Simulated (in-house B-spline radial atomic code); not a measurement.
Mn. Computed with a B-spline radial atomic code. Model: non-relativistic spherical atom: semilocal Troullier-Martins pseudo-atom, one channel per l, against all electrons, high spin, G0W0 and RPA with empty states to l = 8, local potential for every l without a channel, a model core (radius 0 = none) keeps its share of the functional.

What the tables leave out is listed at the end.

The pseudopotential gives back the lowest level of each angular momentum of its own functional in the configuration it was made in; a second state of the same l is only approximately right. Exact exchange, RPA and GW see the smooth pseudo-orbitals and miss the exchange with the core, for which the functional's share stands in. The column with an uncorrelated core keeps all orbitals and exact exchange, and so separates missing core correlation from pseudisation. Only the three outermost levels and the lowest empty one were computed. RPA here is direct RPA, with no exchange kernel, and its energies carry an (l + 1/2)⁻⁴ tail. A hybrid on a potential with a model core restores only its own semilocal share of the core's exchange.

Command:
```bash
python run_psgw.py task.json out
```
Settings (lengths in bohr, energies in hartree):
```
Z                      25
electrons              25
configuration          [Ar] 3d5 4s2
generated_in           [Ar] 3d5 4s2
functional             lda,vwn
core_shells            5
radius_factor          1
core_correction        False
ion_configuration      [Ar] 3d5 4s1
```

Run time, properties included: 68 s on 1 thread of Arm Neoverse N1, with other jobs on the host.

Given: made with LDA VWN5; model core radius 0 bohr; local radius 2.439 bohr; mean-field start LDA VWN5.

Valence shells of the generating configuration: 3d, 4s.

Channel: s 2.522, p 3.4, d 2.269 (radii in bohr).

Computed: largest level miss in the spin-unpolarised generating configuration 0 eV; valence RPA correlation energy all-electron orbitals -0.29564 hartree; all-electron RPA polarisability, core included 51.845 bohr³; pseudo-atom RPA polarisability 55.438 bohr³; ionisation by mean-field all-electron 7.4877 eV; ionisation by RPA all-electron 7.8287 eV; ionisation by RPA pseudo minus all -0.226 eV.

```
  level  occupied  mean-field all-electron (eV)  mean-field pseudo minus all (eV)  G0W0 all-electron (eV)  G0W0 uncorrelated core minus all (eV)  G0W0 pseudo minus all (eV)  exchange self-energy all-electron (eV)  exchange self-energy pseudo (eV)
4s down         1                       -4.5877                             0.235                 -7.3725                                  0.088                       0.206                                 -8.7119                           -7.2298
```

Question: What is the valence RPA correlation energy pseudo?

Answer: -0.34955 hartree.

Question: What is the ionisation by mean-field pseudo minus all?

Answer: -0.406 eV.

Given: mean-field start PBE0.

Computed: valence RPA correlation energy all-electron orbitals -0.25982 hartree; valence RPA correlation energy pseudo -0.32607 hartree; all-electron RPA polarisability, core included 47.858 bohr³; pseudo-atom RPA polarisability 48.554 bohr³; ionisation by mean-field pseudo minus all -0.364 eV; ionisation by RPA all-electron 7.4966 eV.

| level | occupied | mean-field all-electron (eV) | mean-field pseudo minus all (eV) | G0W0 all-electron (eV) | G0W0 uncorrelated core minus all (eV) | G0W0 pseudo minus all (eV) | exchange self-energy all-electron (eV) | exchange self-energy pseudo (eV) |
| --- | --- | --- | --- | --- | --- | --- | --- | --- |
| 4s down | 1 | -5.0621 | 0.073 | -7.373 | 0.089 | 0.141 | -8.4204 | -7.1946 |
| 4s up | 1 | -6.0612 | -0.172 | -8.432 | 0.087 | -0.42 | -10.587 | -10.002 |

Question: What is the ionisation by mean-field all-electron?

Answer: 7.024 eV.

Question: What is the ionisation by RPA pseudo minus all?

Answer: -0.141 eV.

Given: mean-field start Hartree-Fock.

Computed: valence RPA correlation energy pseudo -0.28092 hartree; all-electron RPA polarisability, core included 41.266 bohr³; pseudo-atom RPA polarisability 40.165 bohr³; ionisation by mean-field all-electron 5.9723 eV; ionisation by mean-field pseudo minus all -0.105 eV; ionisation by RPA all-electron 7.056 eV.

| level | occupied | mean-field all-electron (eV) | mean-field pseudo minus all (eV) | G0W0 all-electron (eV) | G0W0 uncorrelated core minus all (eV) | G0W0 pseudo minus all (eV) | exchange self-energy all-electron (eV) | exchange self-energy pseudo (eV) |
| --- | --- | --- | --- | --- | --- | --- | --- | --- |
| 4s down | 1 | -6.1505 | 0.147 | -7.1915 | 0.079 | 0.091 | -7.692 | -6.7708 |
| 4s up | 1 | -7.4415 | -0.862 | -8.4048 | 0.087 | -0.904 | -9.8974 | -10.285 |
| 3d up | 1 | -17.44 | 2.957 | -15.868 | 0.053 | 1.833 | -40.365 | -24.744 |

Question: What is the valence RPA correlation energy all-electron orbitals?

Answer: -0.20291 hartree.

Question: What is the ionisation by RPA pseudo minus all?

Answer: -0.079 eV.

Among the listed levels the largest G0W0 shift of the pseudo-atom is +1.83 eV, for 3d up on the Hartree-Fock start, while leaving the core uncorrelated moves that level by +0.05 eV. So pseudisation and the lost core exchange, not the missing core correlation, make the error. Not in the tables (levels of low weight, unsolved or above zero; the highest and the empty levels are kept at any weight): on LDA the G0W0 levels 4s up (pseudo minus all -0.40 eV, weights 0.73 and 0.66), 3d up (pseudo minus all +1.85 eV, weights 0.56 and 0.04); on PBE0 the G0W0 levels 3d up (pseudo minus all +1.65 eV, weights 0.44 and 0.54).
